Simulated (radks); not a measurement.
Results of a calculation; reference values are marked as such.
Coherent X-ray form factor from a spherical all-electron density. Level of theory: scalar-relativistic Kohn-Sham, BLYP, spin-unpolarised, spherical densities, finite nucleus; Fermi nuclear charge, rms radius of each element as measured or else 0.836 A^(1/3) + 0.57 fm (a radial shooting solver on a logarithmic mesh with Libxc functionals).

sin(theta)/lambda (1/angstrom)  f0 (electrons)
0.05                                    33.274
0.1                                     31.442
0.15                                    29.180
0.2                                     26.975
0.25                                    25.006
0.3                                     23.272
0.4                                     20.277
0.5                                     17.628
0.6                                     15.234
0.8                                     11.371
1                                        8.833
1.25                                     7.046
1.5                                      6.063
2                                        4.770

The species is in the configuration that NIST lists as its ground one. Which atom or ion scatters so?

Answer. Neutral selenium, [Ar] 3d10 4s2 4p4. Extrapolating in s^2 from the first two rows gives f0(0) = 33.9, near the electron count 34; among species with that count, the fall with angle is slower the higher Z, and the table is that of Z = 34; from so few rows the species is fixed only to a neighbour or two.
